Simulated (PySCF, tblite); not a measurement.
Rigid-rotor lines calculated for a species of formula C4H9FO3Si (commonest isotopes; PBE0/pcSseg-1 in PySCF (dipole) on a GFN2-xTB geometry, gas phase), labelled J(Ka,Kc):

```json
{"transition": "2(0,2) ← 1(0,1)", "MHz": "3352.9"}
{"transition": "1(0,1) ← 0(0,0)", "MHz": "1677.4"}
{"transition": "1(1,1) ← 0(0,0)", "MHz": "3448.4"}
{"transition": "2(1,1) ← 1(1,0)", "MHz": "3421.4"}
{"transition": "2(1,2) ← 1(1,1)", "MHz": "3288.2"}
```

(1) Find the rotational constants.

(2) What moments of inertia, asymmetry and inertial defect follow?

(3) Which dipole components do these lines need?

(4) Predict further lines from these constants: 2(2,1) ← 2(1,1); 1(1,0) ← 1(0,1); 3(1,2) ← 3(1,3); 3(0,3) ← 2(1,2); 3(1,3) ← 2(0,2); 3(1,3) ← 3(0,3); 3(3,1) ← 2(2,0); 3(1,2) ← 2(0,2); 3(1,2) ← 2(1,1).

(5) Which structure gave them?

Results:

(1) 1(0,1) ← 0(0,0) is B + C, 2(1,1) ← 1(1,0) is 3B + C and 2(1,2) ← 1(1,1) is B + 3C, so B − C is half the difference of the last two, 66.6 MHz. 1(1,1) ← 0(0,0) is A + C. A = 2643.1, B = 872.0, C = 805.4 MHz.

(2) I = 505379 MHz·u·Å² over each constant: Ia = 191.21, Ib = 579.56, Ic = 627.50 u·Å²; κ = (2B − A − C)/(A − C) = -0.927 (near-prolate asymmetric top); Δ = Ic − Ia − Ib = -143.27 u·Å².

(3) μa and μb (a-type: ΔKa even, ΔKc odd; b-type: both odd). The calculation gives |μa| = 0.84 D, |μb| = 0.62 D, |μc| = 0.23 D.

(4) 
```tsv
transition	MHz	type	branch
3(1,2) ← 3(1,3)	400	a	Q
3(1,3) ← 3(0,3)	1613	c	Q
1(1,0) ← 1(0,1)	1838	b	Q
3(0,3) ← 2(1,2)	3319	b	R
3(1,2) ← 2(1,1)	5131	a	R
2(2,1) ← 2(1,1)	5313	c	Q
3(1,3) ← 2(0,2)	6637	b	R
3(1,2) ← 2(0,2)	7037	c	R
3(3,1) ← 2(2,0)	14053	b	R
```

(5) `F[C@H]1CO[C@@H](O[SiH3])OC1`, point group C1. Three constants can't fix a structure by themselves; this is the one that was computed:
```xyz
18
C4H9FO3Si angstrom
F     -2.727   -0.820   -0.898
C     -2.001   -0.099    0.021
C     -1.306   -1.044    1.004
O     -0.455   -0.287    1.851
C      0.489    0.438    1.149
O      1.362   -0.408    0.518
Si     2.688    0.025   -0.332
O     -0.083    1.343    0.259
C     -0.920    0.712   -0.698
H     -2.702    0.562    0.545
H     -0.726   -1.791    0.446
H     -2.018   -1.544    1.661
H      1.007    1.056    1.897
H      3.114   -1.312   -0.712
H      2.338    0.871   -1.475
H      3.615    0.750    0.537
H     -0.336    0.040   -1.341
H     -1.347    1.515   -1.300
```

The values belong to one conformer (point group C1) with, in the numbering `[F:1][C@H:2]1[CH2:3][O:4][C@@H:5]([O:6][SiH3:7])[O:8][CH2:9]1`, O4–C5–O6–Si7 -175°, F1–C2–C3–O4 174°, C2–C3–O4–C5 -58°, C3–O4–C5–O6 -66°, O4–C5–O8–C9 -59°. Its GFN2-xTB frequencies are all real (lowest 58 cm⁻¹). Constants of a rigid frame at the computed geometry: no zero-point averaging, no centrifugal distortion. A rigid rotor knows nothing of internal rotation, which can split or shift real lines.
